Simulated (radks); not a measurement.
Results of a calculation; reference values are marked as such.
Ionisation of neutral rhodium, [Kr] 4d8 5s1, to Rh+, [Kr] 4d8, under several functionals. Scalar-relativistic Kohn-Sham, spin-polarised, spherical densities, finite nucleus; open shells are filled with parallel spins first (spin-orbit coupling, left out, can overturn this in heavy ions); a radial shooting solver on a logarithmic mesh with Libxc functionals.

functional                                        E(Rh) (hartree)  Exc (hartree)  IE (eV)  -e(HOMO) (eV)  <r> HOMO (bohr)  IE error (eV)
PBE                                                   -4784.06951     -138.54056    7.852          4.762            3.239         +0.393
MS2 meta-GGA                                          -4784.01201     -138.39335    7.702          4.715            3.251         +0.243
LDA (Slater exchange, Perdew-Zunger correlation)      -4779.44794     -133.86401    8.108          4.961            3.200         +0.649
BLYP                                                  -4784.62795     -139.08992    7.827          4.639            3.239         +0.368
TASK exchange with Perdew-Wang LDA correlation        -4783.61245     -137.84337    7.572          4.464            1.544         +0.113
PBEsol                                                -4781.68130     -136.12414    7.878          4.809            3.209         +0.420
HCTH/407                                              -4787.16635     -141.83765    7.762          4.750            3.193         +0.303
revPBE                                                -4784.28488     -138.76294    7.741          4.686            3.243         +0.282
BP86                                                  -4785.03503     -139.51129    8.012          4.924            3.206         +0.553
LDA (Slater exchange, VWN5 correlation)               -4779.46999     -133.88733    8.130          4.987            3.197         +0.671
PW91                                                  -4784.84920     -139.33053    7.925          4.830            3.230         +0.466

NIST Atomic Spectra Database: 7.459 eV (measured). Closest: TASK exchange with Perdew-Wang LDA correlation. The Delta-SCF values span 0.56 eV, the total energies 7.72 hartree. The highest occupied level is 5s. Open shells are spherical and high-spin; term and fine-structure splittings are not resolved.
